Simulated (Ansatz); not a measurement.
Cost and result up the ladder for Ge₁₂Mo (13 atoms). Charge 0, multiplicity 1. Geometry: PBE-D4/def2-SVP.

```xyz
13

Mo    0.3556    0.0755   -0.1646
Ge   -1.8416    1.1924    1.3473
Ge    2.5174   -1.5492   -0.3244
Ge   -0.1769    1.1695   -2.6736
Ge    0.6203   -2.3478    1.3056
Ge    0.7740    1.9404    1.7806
Ge   -0.4494    2.6652   -0.4979
Ge   -2.3367    0.9524   -1.3003
Ge    1.3719   -0.8608   -2.4965
Ge   -1.6986   -1.3622    0.4708
Ge   -1.2007   -1.2689   -2.1287
Ge    2.2333   -0.2670    1.8775
Ge   -0.1687   -0.3395    2.8043
```

Ansatz on 2 threads of AMD EPYC 7R13 on a shared host and a share (18 GiB) of an NVIDIA H100 80GB HBM3. Times are rough, and most runs start from the orbitals of an earlier one. No level here is sound enough to serve as a yardstick. Binding counts from free atoms at the same level (Mo septet, Ge triplet; other spins of the atoms weren't run), without zero-point energy or a counterpoise term.

In the def2 sets Mo takes a core potential; there is no spin–orbit coupling. Correlated methods freeze 108 core orbitals; core or outer-core shells of Mo, Ge are correlated, in sets that lack core-valence functions. The rows differ in basis, and correlated rows in double-zeta sets carry the largest basis error. Single mean-field runs in def2-SVP, def2-TZVP are fitted with def2-universal-jkfit. No other spin state of charge 0 was run. Another isomer (singlet) lies 0.05 eV lower at r2SCAN-D4/def2-TZVP; other spin states weren't run for this one.

Run but left out: HF/STO-3G (restricted singlet, unstable in another Hartree–Fock run and untested here); MP2/def2-SVP (restricted singlet, unstable towards broken spin symmetry).

Correlated methods converge slowly with the basis, most of all in double-zeta sets.

```tsv
level	functions	wall time
PBE-D4/def2-SVP	415	3.7 s
PBE0-D4/def2-SVP	415	4.4 s
r2SCAN-D4/def2-TZVP	616	4.8 s
PBE-D4/def2-TZVP (with forces)	616	5.5 s
LDA (SPW92)/def2-TZVP	616	5.5 s
PBE0-D4/def2-TZVP	616	7.5 s
RPA@PBE/def2-SVP	415	11 s
```

Q: Estimate what each level gives for the binding energy per atom (eV).

A: 
```
                         level  binding energy per atom (eV)                        remarks
               PBE-D4/def2-SVP                          3.68                              –
              PBE0-D4/def2-SVP                          3.45  restricted SCF unstable in HF
           r2SCAN-D4/def2-TZVP                          3.52  restricted SCF unstable in HF
PBE-D4/def2-TZVP (with forces)                          3.71  restricted SCF unstable in HF
         LDA (SPW92)/def2-TZVP                          4.33  restricted SCF unstable in HF
             PBE0-D4/def2-TZVP                          3.48  restricted SCF unstable in HF
              RPA@PBE/def2-SVP                          2.92                              –
```
